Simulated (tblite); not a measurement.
C₈H₉P.
Atom-mapped SMILES: `[cH:1]1[cH:2][c:3]([CH:4]2[CH2:5][CH2:6]2)[cH:7][cH:8][p:9]1` (hydrogens: H10 on C1; H11 on C2; H12 on C4; H13, H14 on C5; H15, H16 on C6; H17 on C7; H18 on C8)

The geometry is computed with GFN2-xTB (gas phase).

List the bond lengths, angles and torsions at this level.

```tsv
bond	length (Å)
C1–C2, C7–C8	1.376
C2–C3, C3–C7	1.394
C3–C4	1.479
C4–C5, C4–C6	1.508
C5–C6	1.491
C1–P9, C8–P9	1.734
C1–H10, C8–H18	1.084
C2–H11, C7–H17	1.083
C4–H12	1.084
C5–H13, C6–H16	1.079
C5–H14, C6–H15	1.080
```

Bonds in one row agree within 0.01 Å and their mean is given. A selection of angles:
```tsv
angle	degrees
C2–C1–P9	125.6
C1–C2–C3	124.5
C2–C3–C4	118.2
C2–C3–C7	120.5
C4–C3–C7	121.3
C3–C4–C5	121.4
C5–C4–C6	59.3
C4–C5–C6	60.3
C3–C7–C8	124.2
C1–P9–C8	99.2
```

Torsions: C2–C3–C4–C5 -145° (anticlinal); C3–C4–C5–C6 -110° (anticlinal); C3–C4–C6–C5 110° (anticlinal).

P9 (phosphorus bonded to 2 C) is bent (angle 99.2°). The 8 C–C bonds span 1.376 Å (C1–C2, aromatic) to 1.508 Å (C4–C5, drawn single), a spread of 0.132 Å. Of the pairs four or more bonds apart, H11···H12 is among the closest relative to their van der Waals radii: 2.26 Å, 94 % of the sum of Bondi's values. The 6-membered ring C1–C2–C3–C7–C8–P9 has internal angles of 99.2° to 125.9° (sum 720°, against 720° for a flat polygon); it is planar, 0.00 Å rms from its mean plane, widest ring torsion 0°. The 3-membered ring C4–C5–C6 has internal angles of 59.3° to 60.4°.

Point group: Cs (tolerance 0.08 Å). Its GFN2-xTB frequencies are all real (lowest 67 cm⁻¹). One conformer, not necessarily the lowest.
